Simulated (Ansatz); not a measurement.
Total energies of `CN(C)c1ncc(-c2ncc(-c3ncc(-c4ncc(-c5ncc(-c6ncc(C#N)s6)s5)s4)s3)s2)s1` from Ansatz at PBE-D4/def2-SVP, gas phase (1 Eh = 27.2114 eV = 2625.5 kJ/mol). The reference geometry is relaxed at PBE-D4/def2-SVP.

| state | geometry | energy (Eh) |
| --- | --- | --- |
| charge 0 singlet | reference | -3630.59864 |
| charge 1 doublet | reference | -3630.36696 |
| charge -1 doublet | reference | -3630.68020 |
| free C atom (triplet) | – | -37.75124 |
| free N atom (quartet) | – | -54.46658 |
| free S atom (triplet) | – | -397.80063 |
| free H atom (doublet) | – | -0.49863 |

Single mean-field runs in def2-SVP are fitted with def2-universal-jkfit.

Problem. Work out the vertical ionisation energy to the doublet.

Solution. E(charge 1 doublet) − E(charge 0 singlet) = -3630.36696 − (-3630.59864) = 0.23168 Eh = 6.30 eV. For comparison, −ε of the highest occupied level is 4.84 eV at this level, 1.46 eV less.

Problem. Work out the vertical electron affinity, to the doublet.

Solution. E(charge 0 singlet) − E(charge -1 doublet) = -3630.59864 − (-3630.68020) = 0.08156 Eh = 2.22 eV. The basis lacks diffuse functions, which makes affinities too small.

Problem. Give the fundamental gap IE − EA, the Mulliken electronegativity (IE + EA)/2 and the hardness (IE − EA)/2.

Solution. From the values in Eh: IE − EA = 0.23168 − 0.08156 = 0.15012 Eh = 4.08 eV; (IE + EA)/2 = 4.26 eV; (IE − EA)/2 = 2.04 eV. The HOMO–LUMO gap of the same run is 1.26 eV, 2.82 eV smaller than the fundamental gap.

Problem. What is the binding energy per atom against free atoms?

Solution. Atoms: 21 × (-37.75124) + 8 × (-54.46658) + 6 × (-397.80063) + 12 × (-0.49863) = -3621.29602 Eh. Binding: -3621.29602 − (-3630.59864) = 9.30262 Eh = 253.14 eV, or 5.39 eV for each of 47 atoms (no zero-point energy, no counterpoise term).
